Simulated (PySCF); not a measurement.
Al2FH2N, B2H6N2, BHOSi, CH4AlBO (calculated)

Computed with PySCF 2.14.0. Calculation on a computer-drawn molecule: optimised geometry and harmonic frequencies of an isolated molecule of the commonest isotopes, restricted reference for singlets and unrestricted otherwise, frozen core in MP2.

Common to all runs: charge 0; multiplicity 1; method HF.

(1) Al2FH2N

Start structure:
```xyz
6
Al2FH2N
F     -0.1609     3.4614     0.3521
Al     0.2413     2.1290    -0.7067
N      0.1930     0.3735    -0.2848
Al    -0.1632    -0.6162     0.9524
H      0.6683     2.5728    -2.1596
H     -0.4488    -1.5302     2.1923
```

- basis: cc-pV(D+d)Z
- rotational constants: 20.74, 1.857, 1.704 GHz
- total energy: -638.9702 hartree
- convergence status largest gradient component: 6.276e-06 hartree/bohr

Drawn bonds:
```tsv
atom	other atom	order
1	2	1
2	3	1
3	4	2
2	5	1
4	6	1
```

Optimised structure:
```xyz
6
Al2FH2N
F     -0.0911     3.6408     0.0826
Al     0.2276     2.2019    -0.6927
N      0.0540     0.6836     0.1279
Al    -0.1713    -0.6252     1.0759
H      0.6820     2.3907    -2.1861
H     -0.3715    -1.9014     1.9382
```

Modes:
```tsv
frequency (cm⁻¹)	reduced mass (dalton)
51.6	7.408
88.89	4.201
300.9	12.89
478.9	1.159
484	1.165
540.5	1.409
573.5	8.442
735.6	1.2
846.4	9.318
1336	13.1
2014	1.042
2113	1.054
```

(2) B2H6N2

Start structure:
```xyz
10
B2H6N2
B     -2.8990    -0.0873    -1.3976
N     -2.2740     0.5083    -0.2816
B     -2.6702     1.6649     0.5358
N     -3.6933     2.4262     0.2065
H     -3.8434     0.3967    -1.8498
H     -2.4093    -1.0597    -1.8946
H     -1.4536     0.0113     0.0296
H     -1.9720     1.9032     1.4142
H     -4.3102     2.1932    -0.5238
H     -3.9838     3.2653     0.6776
```

* basis: cc-pVDZ
* rotational constants: 19.4, 5.411, 4.231 GHz
* total energy: -161.8852 hartree
* convergence status largest gradient component: 2.889e-05 hartree/bohr

Drawn bonds:
```tsv
atom	other atom	order
1	2	1
2	3	1
3	4	1
1	5	1
1	6	1
2	7	1
3	8	1
4	9	1
4	10	1
```

Optimised structure:
```xyz
10
B2H6N2
B     -2.8749    -0.0949    -1.3991
N     -2.2596     0.4698    -0.2717
B     -2.6319     1.6438     0.4950
N     -3.7412     2.4365     0.1933
H     -3.8648     0.4033    -1.8665
H     -2.4104    -1.0829    -1.9026
H     -1.4403     0.0020     0.0615
H     -1.9468     1.9447     1.4369
H     -4.3630     2.2615    -0.5672
H     -3.9760     3.2383     0.7367
```

Modes:
```tsv
frequency (cm⁻¹)	reduced mass (dalton)
175.7	1.691
272.1	2.686
353	1.222
450.7	1.187
536.6	2.227
639.3	1.311
867.5	1.094
872.5	1.84
1010	1.382
1024	1.471
1057	1.537
1098	1.374
1217	1.595
1251	1.409
1393	1.463
1480	3.006
1575	1.969
1748	1.256
2658	1.057
2686	1.096
2717	1.129
3828	1.075
3833	1.051
3940	1.099
```

(3) BHOSi

Start structure:
```xyz
4
BHOSi
O      0.4113     1.2320    -0.5096
B      1.1452     2.0107     0.0273
Si     2.3966     3.4283     0.3654
H      2.6738     3.3899     1.8628
```

- basis: cc-pV(D+d)Z
- rotational constants: 228.7, 4.344, 4.263 GHz
- total energy: -389.0553 hartree
- convergence status largest gradient component: 2.38e-05 hartree/bohr

Drawn bonds:
```tsv
atom	other atom	order
1	2	2
2	3	1
3	4	1
```

Optimised structure:
```xyz
4
BHOSi
O      0.4086     1.1965    -0.3515
B      1.1755     2.0563    -0.0605
Si     2.5098     3.5758     0.3440
H      2.5331     3.2324     1.8138
```

Modes:
```tsv
frequency (cm⁻¹)	reduced mass (dalton)
299.4	11.39
309.8	4.6
482	12.18
813.3	1.259
2115	12.06
2184	1.045
```

(4) CH4AlBO

Start structure:
```xyz
8
CH4AlBO
O     -1.6521    -0.8994    -1.6480
C     -1.2946    -1.3071    -0.3287
B     -0.1462    -1.9571     0.2624
Al     1.3337    -2.7174     1.3760
H     -2.5368    -0.5725    -1.5466
H     -2.0788    -1.2104     0.4297
H      2.4454    -1.9777     2.1576
H      1.5245    -4.3186     1.6370
```

- basis: cc-pV(D+d)Z
- rotational constants: 43.87, 1.925, 1.844 GHz
- total energy: -381.5731 hartree
- convergence status largest gradient component: 8.229e-06 hartree/bohr

Drawn bonds:
```tsv
atom	other atom	order
1	2	1
2	3	2
3	4	1
1	5	1
2	6	1
4	7	1
4	8	1
```

Optimised structure:
```xyz
8
CH4AlBO
O     -1.9871    -1.5397    -1.3687
C     -1.2470    -1.2008    -0.2872
B     -0.2152    -1.9359     0.3405
Al     1.3197    -2.8416     1.4116
H     -2.6056    -0.8550    -1.5672
H     -1.4688    -0.2334     0.1678
H      1.9389    -2.0902     2.6579
H      1.8603    -4.2637     0.9847
```

Modes:
```tsv
frequency (cm⁻¹)	reduced mass (dalton)
123	3.528
134.9	3.373
171.8	1.099
257.5	1.33
359.3	2.744
461.4	2.281
630	3.274
631.7	1.188
833	1.07
833.6	1.648
1182	8.222
1275	1.096
1379	1.555
1732	3.335
1983	1.052
1991	1.032
3253	1.085
4179	1.067
```
